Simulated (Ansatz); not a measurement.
Cartesian coordinates (Å):
```xyz
13

N     -1.1093     0.0920    -1.3106
Si     0.0000     0.0000     0.0000
N     -0.7592    -0.3502     1.5026
N      1.1242    -1.2917    -0.1578
N      0.7444     1.5496    -0.0341
H     -1.6961     0.9032    -1.4255
H     -1.5574    -0.7399    -1.6594
H     -0.2061    -0.6050     2.3055
H     -1.6022     0.1305     1.7728
H      0.8386    -2.2406     0.0254
H      1.8517    -1.2530    -0.8534
H      1.3078     1.8624     0.7401
H      1.0635     1.9426    -0.9055
```
Charge 0, spin multiplicity 1.

Level of theory: frozen-core CCSD(T)/cc-pVTZ // B3LYP-D3(BJ)/def2-TZVP run with Ansatz (a quantum-chemistry and plane-wave program).

The HF energy is -511.63779 Ha and the MP2 correlation energy is -0.98346 Ha.

**Question.** Estimate the CCSD correlation energy, the (T) correction, the total energy and the T1 diagnostic.

**Answer.** 
| Item | Result |
|---|---|
| CCSD correlation energy | -1.01819 Ha |
| (T) correction | -0.03836 Ha |
| CCSD(T) total energy | -512.69434 Ha |
| T1 diagnostic | 0.009 |
